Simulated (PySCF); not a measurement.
Molecule: `C(C#N)[SiH2][SiH3]`, C2H7NSi2.

Geometry:
```tsv
atom	x (Å)	y (Å)	z (Å)
N1	-1.512	-2.191	-1.245
C2	-1.570	-1.228	-0.602
C3	-1.576	-0.013	0.186
Si4	-0.012	1.050	-0.130
Si5	1.918	-0.223	0.252
H6	-2.472	0.583	-0.050
H7	-1.622	-0.270	1.257
H8	-0.057	1.546	-1.538
H9	-0.087	2.221	0.797
H10	1.999	-1.336	-0.739
H11	3.125	0.650	0.126
H12	1.868	-0.790	1.635
```

Geometry PBE0-D3(BJ)/def2-SVP throughout; GIAO in PySCF 2.14.0 with density-fitted response routines, gas phase, one conformer, non-relativistic; equivalent atoms averaged; functional PBE0.

Q: How do the shifts δ (against NH3, TMS at the same level) depend on the basis set? (ppm; last column core-seconds on shared hosts with different chips, so compare them loosely)

A: 
| basis set | functions | N1 | C2 | C3 | Si4 | Si5 | H8/H9 | H10/H11/H12 | H6/H7 | core-s |
| --- | --- | --- | --- | --- | --- | --- | --- | --- | --- | --- |
| pcSseg-0 | 67 | 309.9 | 133.0 | -2.8 | -110.0 | -163.7 | 4.11 | 3.41 | 1.48 | 8.9 |
| 6-31G* | 92 | 258.0 | 107.3 | -2.0 | -33.1 | -72.4 | 4.29 | 3.85 | 1.43 | 14 |
| cc-pVDZ | 113 | 277.7 | 112.5 | -1.0 | -54.5 | -92.2 | 4.07 | 3.66 | 1.55 | 17 |
| def2-SVP | 113 | 278.6 | 111.0 | -4.1 | -67.0 | -102.3 | 4.10 | 3.67 | 1.35 | 16 |
| pcSseg-1 | 134 | 305.0 | 122.1 | -2.8 | -63.0 | -108.5 | 4.11 | 3.69 | 1.65 | 10 |
| aug-cc-pVDZ | 186 | 271.8 | 114.7 | -1.7 | -56.0 | -100.6 | 4.29 | 3.81 | 1.84 | 34 |
| 6-311+G(2d,p) | 193 | 288.8 | 120.9 | -2.1 | -62.8 | -108.9 | 4.41 | 3.95 | 1.78 | 35 |
| def2-TZVP | 209 | 295.4 | 121.4 | -1.9 | -65.0 | -111.9 | 4.41 | 3.95 | 1.71 | 41 |
| cc-pVTZ | 256 | 294.9 | 119.9 | -2.1 | -61.0 | -106.7 | 4.19 | 3.73 | 1.75 | 57 |
| IGLO-III | 263 | 296.6 | 123.7 | -2.0 | -63.8 | -110.4 | 4.31 | 3.85 | 1.80 | 53 |

Q: Which nucleus moves most, in ppm?

A: Si5 (silicon bonded to Si, 3 H): from -163.7 ppm with pcSseg-0 to -72.4 ppm with 6-31G*. The smallest spread is 0.34 ppm, at H8/H9. Proton shifts span only some 12 ppm, so a few tenths of a ppm matter as much there as several ppm in carbon.

Q: Taking the largest basis, IGLO-III (263 functions), as the yardstick, rank the others by their worst heavy-atom deviation.

A: def2-TZVP 2.2 ppm (209 functions), cc-pVTZ 3.8 ppm (256 functions), 6-311+G(2d,p) 7.8 ppm (193 functions), pcSseg-1 8.4 ppm (134 functions), def2-SVP 18.0 ppm (113 functions), cc-pVDZ 18.9 ppm (113 functions), aug-cc-pVDZ 24.8 ppm (186 functions), 6-31G* 38.7 ppm (92 functions), pcSseg-0 53.3 ppm (67 functions).

A small basis that lands close on one nucleus may do so by chance; judge by the trend and by all nuclei.
